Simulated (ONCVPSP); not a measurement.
**Before and after: ONCV potential for calcium**

| Quantity | Value |
| --- | --- |
| Element | calcium (Ca) |
| Generator | ONCVPSP 4.0.1 |
| Type | optimised norm-conserving Vanderbilt (ONCV) |
| Functional | PBE |
| Relativity | scalar-relativistic |
| Frozen core | [Ne] |
| Valence charge | 10 |
| Reference configuration | 3s2 3p6 (charge +2) |
| Partial waves | 3s: rc 1.75 bohr, ncon 4, nbas 8, qcut 6.1 1/bohr, 2 projectors, debl 2.7 Ha; 3p: rc 1.75 bohr, ncon 4, nbas 8, qcut 8.9 1/bohr, 2 projectors, debl 2.7 Ha; d scattering state at 0.28 Ha: rc 1.70 bohr, ncon 4, nbas 7, qcut 5.9 1/bohr, 1 projector |
| Local potential | polynomial inside 1.35 bohr (lpopt 5, dvloc0 0 Ha) |
| Core correction | Teter function, fcfact 3.75, rcfact 1.65 |

In the d channel the program set the typed energies aside and used -0.586 Ha.

Change: s: rc 1.94. In the s channel the program set the typed energies aside and used -2.287, 0.050 Ha. In the d channel the program set the typed energies aside and used -0.586 Ha.

Cutoffs: the cutoffs (Ha) at which the residual kinetic energy of the hardest occupied pseudo-wave falls to 1 and 0.1 mHa per electron; they do not see the model core or the augmentation charge, which bear on the density cutoff. Errors are all-electron minus pseudo energies relative to the spin-unpolarised reference configuration.

**Question.** Predict the effect on cutoff, ghosts and configuration errors.

**Answer.** The potential gets neither clearly harder nor softer (15 Ha and 18 Ha → 15 Ha and 18 Ha); the p channel sets the loose cutoff, while the largest relative change is in s, which becomes softer; of the 4 tests that both files solve, the error grows in 1 and shrinks in 0 by more than 15 % and 0.3 meV (median size 0.2 → 0.3 meV); neither file shows a bound ghost.

```tsv
quantity	base	changed
cutoff, loose	15 Ha	15 Ha
cutoff, tight	18 Ha	18 Ha
loose cutoff by channel	s 14 Ha, p 15 Ha	s 11 Ha, p 15 Ha
bound ghosts	none	none
GHOST(+) flags under 300 eV	none	none
error for 3s2 3p6 4s2, meV [ΔE -18.13 eV]	0.0	-0.4
error for 3s2 3p6 4s1, meV [ΔE -11.82 eV]	+0.3	+0.1
error for 3s2 3p6 4s1.5, meV [ΔE -15.63 eV]	+0.2	-0.2
error for 3s2 3p6 4p2, meV [ΔE -13.18 eV]	+0.7	+0.8
p: phases at 1.77 bohr within 0.05 rad from the reference energy up to (Ha; the scan ends near 5)	to the end of the scan	to the end of the scan
d: phases at 1.73 bohr within 0.05 rad from the reference energy up to (Ha; the scan ends near 5)	1.0	1.0
rms error of d²Exc/dni dnj with the model core, mHa	3.93	4.13
```

Base: The cutoffs count occupied waves only; projector 1 of the d channel, the hardest unoccupied one, needs 50 Ha at the loose tolerance. Changed file: The cutoffs count occupied waves only; projector 1 of the d channel, the hardest unoccupied one, needs 50 Ha at the loose tolerance.
